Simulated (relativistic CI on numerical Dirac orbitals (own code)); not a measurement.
# Line list: Electric-dipole lines, Hg III

Computed by Dirac-Coulomb-Breit CI, orbitals from a KLI potential per configuration, QED by a radiative potential, valence Slater integrals scaled by 0.85, P86 correlation energy added to each configuration (own radial code, finite nucleus).

Configurations in the expansion (outside the closed core [Xe] 4f14): 5d10, 5d9.6s, 5d9.6p, 5d8.6s2, 5d9.5f, 5d9.7s, 5d9.6d, 5d8.6s.6p, 5d9.7p, 5d8.5f2, 5d9.7d, 5d9.6f, 5d9.5g, 5d9.7f, 5d9.6g, 5d8.6s.7s. Levels of other configurations are missing.

| λ vac (Å) | Lower | Upper | A (s⁻¹) | E lower (eV) | E upper (eV) |
| --- | --- | --- | --- | --- | --- |
| 732.97 | 5d10 1S_0 [1] | 5d9.6p 3D°_1 [22] | 9.30e+08 | 0.0000 | 16.9153 |
| 765.73 | 5d10 1S_0 [1] | 5d9.6p 1P°_1 [16] | 3.75e+09 | 0.0000 | 16.1917 |
| 1265.9 | 5d9.6s 3D_2 [3] | 5d9.6p 1P°_1 [16] | 2.18e+08 | 6.3975 | 16.1917 |
| 1477.7 | 5d9.6s 3D_1 [4] | 5d9.6p 1P°_1 [16] | 1.92e+08 | 7.8014 | 16.1917 |
| 1551.7 | 5d9.6s 1D_2 [5] | 5d9.6p 1P°_1 [16] | 6.97e+08 | 8.2012 | 16.1917 |
| 1630.6 | 5d9.6s 3D_3 [2] | 5d9.6p 3F°_3 [7] | 2.93e+08 | 5.9706 | 13.5743 |
| 1727.6 | 5d9.6s 3D_2 [3] | 5d9.6p 3F°_3 [7] | 4.46e+08 | 6.3975 | 13.5743 |

Terms are leading LS components. Brackets give the number of a level in order of energy, since labels repeat. The list gives strong lines, with weight on those to low levels, without lines whose two gauges differ by over a factor of 2.5, among the lowest 200 of 757 levels, so that lines to higher ones, which can be the strongest, are missing, and without lines across small gaps between configurations, and without 202 lines that miss the measured interval by over 3.5 %, start from a term whose rates miss tabulated ones by over 60 %, have gauges far apart or, lacking measured levels, span too small a gap for the errors found; lines with a level outside our table were not tested and can miss by more. Levels whose partners in the same complex of configurations lie outside the list can be far off, and so can their lines. Rates are taken at the computed energies, electric ones in the length gauge.

For a near-neutral ion this model can misplace configurations by up to about 10,000 cm⁻¹ (more where the count of f electrons changes) and terms by 10 to 25 % of their spread. Rates follow the energies as ν³ (E1, M1) or ν⁵ (E2), so they and the lifetimes can be off by large factors. The fine structure of a lone outer electron comes out too small, for d and f at times inverted, and misplaced configurations move strength between like terms. 22 of the 62 excited levels that our extract of the measured tables holds in this range could be paired (the sources list more); they are missed by 5744 cm⁻¹ on average and 13208 at most, and levels without a partner can miss by more.

LS names give the leading component of a level, which can be under half, so a name can repeat, a term be missing and a line seem to break the LS rules.
